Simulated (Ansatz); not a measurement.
System: CHNO, charge 0, singlet. CHNO (isocyanic acid, SMILES N=C=O).
B3LYP-D3(BJ)/def2-TZVP minimum from Ansatz (a quantum-chemistry and plane-wave program):
```xyz
4

N     -1.1014     0.2807     0.2471
C      0.0427    -0.0239    -0.0008
O      1.1482    -0.1990    -0.3207
H     -1.7320    -0.2289     0.8408
```
Charge 0, spin multiplicity 1.

Property: atomisation energy (electronic, to ground-state atoms), in kJ/mol. UHF or UKS for unpaired electrons; spin-orbit terms are left out. CBS(X,Y): correlation extrapolated as X^-3, Hartree-Fock from the larger set (Q,5: extrapolated as (X+1)exp(-9√X)). A bracket is a step between two methods taken in the basis named. Functionals run without relativity, which enters their misses. 'core' is core correlation in cc-pwCVTZ, 'X2C' scalar relativity in cc-pVTZ-DK, both at CCSD(T). For partners of very few electrons the exact lower level stands in for a higher one.

CCSD(T)/CBS(cc-pVQZ,cc-pV5Z) + [CCSDT(Q) - CCSD(T)]/cc-pVTZ + [CCSDTQ - CCSDT(Q)]/cc-pVDZ + core + X2C (Ansatz) gives 1816.7 kJ/mol.

### Question
How far off this value is PBE/def2-TZVPD (Ansatz), in which direction, and which of these levels come nearer: r2SCAN/def2-TZVPD, B3LYP/def2-TZVPD, PBE0/def2-TZVPD, wB97M-V/def2-TZVPD, CCSD(T)/CBS(cc-pVQZ,cc-pV5Z) + core + X2C?

### Answer
PBE gives 1940.2 kJ/mol, 123.5 kJ/mol above it. Differences of the others: r2SCAN/def2-TZVPD (Ansatz) 17.4; B3LYP/def2-TZVPD (Ansatz) 12.9; PBE0/def2-TZVPD (Ansatz) 19.2; wB97M-V/def2-TZVPD (Ansatz) 12.9; CCSD(T)/CBS(cc-pVQZ,cc-pV5Z) + core + X2C (Ansatz) -1.0 kJ/mol. Nearer than PBE: r2SCAN/def2-TZVPD, B3LYP/def2-TZVPD, PBE0/def2-TZVPD, wB97M-V/def2-TZVPD, CCSD(T)/CBS(cc-pVQZ,cc-pV5Z) + core + X2C.
